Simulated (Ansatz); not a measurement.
In₂As (the lowest doublet isomer of a short search) was relaxed with PBE-D4 (def2-TZVP) in Ansatz in these states: neutral doublet, neutral quartet. The geometries follow in no particular order.

In the def2 sets In takes a core potential; there is no spin–orbit coupling.

A:

```xyz
3

In   -0.969    1.377    0.337
In    1.566   -0.433    0.555
As   -0.597   -0.944   -0.891
```

B:

```xyz
3

In   -1.0939   -0.6278    1.9102
In    0.2683    0.1707   -2.2669
As    0.8256    0.4571    0.3567
```

**Question.** Judge from the bond lengths which geometry belongs to which state (an estimate).

**Answer.** A is the neutral quartet (In2–As3 2.652 Å, In1–As3 2.652 Å); B is the neutral doublet (In2–As3 2.697 Å, In1–As3 2.697 Å).
